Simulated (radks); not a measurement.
Values are calculated unless marked as measured or tabulated.
Task: The lithium ion Li2+, 1s1. Level of theory: non-relativistic Kohn-Sham, r2SCAN, spin-polarised, spherical densities, point nucleus; meta-GGA in the generalised Kohn-Sham scheme (a radial shooting solver on a logarithmic mesh with Libxc functionals). Every spin shell is full or empty, so the densities are truly spherical. Functionals are evaluated on that one density, not self-consistently. Rank these orbital-free kinetic functionals by their error against the exact value of the orbitals, and give that value: Thomas-Fermi, TF + vW, TF + vW/9, LC94, APBEK, revAPBEK, Perdew 92, Pearson, LKT, PG1, DePristo-Kress, Ernzerhof.

Result: Exact: 4.50016 hartree. From best to worst, with 100 (|E| - |E exact|)/|E exact| (equal figures are ties): APBEK +2.11, LC94 +2.27, Pearson -2.31, TF + vW/9 +2.77, Perdew 92 +2.79, DePristo-Kress +2.94, revAPBEK +3.00, Ernzerhof +6.69, Thomas-Fermi -8.34, PG1 +55.30, LKT +62.62, TF + vW +91.66.
